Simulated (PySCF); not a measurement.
C₃H₅NSi₂, SMILES C#CC1=N[SiH2][SiH2]1.

Coordinates come from a ωB97X-D3(BJ)/def2-SVP optimisation. This is a generated structure with no PubChem entry under its InChIKey; it may be hypothetical.

Calculation: PySCF 2.14.0 with TDDFT-PBE/def2-SVPD.

Vertical excitations. Isolated molecule, no solvent. State labels are in the subgroup Cs.

Give excitation energies, oscillator strengths and character. (The exact figures need the calculation; the answer reports its results.)


```tsv
state	symmetry	energy (eV)	λ (nm)	f	main pairs
S1	A"	3.05	407	0.000	HOMO→LUMO 99 %
S2	A"	3.89	318	0.000	HOMO−1→LUMO 100 %
S3	A'	4.48	277	0.004	HOMO→LUMO+1 90 %
S4	A'	4.60	269	0.002	HOMO→LUMO+2 92 %
S5	A"	4.73	262	0.000	HOMO−3→LUMO 100 %
S6	A'	4.98	249	0.082	HOMO−2→LUMO 75 %, HOMO−1→LUMO+1 15 %
S7	A"	5.12	242	0.004	HOMO→LUMO+3 98 %
S8	A'	5.52	224	0.012	HOMO→LUMO+4 98 %
S9	A'	5.75	216	0.046	HOMO−1→LUMO+2 32 %, HOMO−1→LUMO+1 31 %, HOMO−5→LUMO 13 %, HOMO−4→LUMO 13 %
S10	A"	5.76	215	0.000	HOMO−2→LUMO+1 99 %
T1	A"	2.47	501	0	HOMO→LUMO 99 %
T2	A'	3.55	350	0	HOMO−2→LUMO 97 %
T3	A"	3.67	338	0	HOMO−1→LUMO 99 %
T4	A'	4.23	293	0	HOMO→LUMO+1 99 %
```
Triplets are in the Tamm–Dancoff approximation, which puts them higher than full response would, so one can lie above its singlet here.
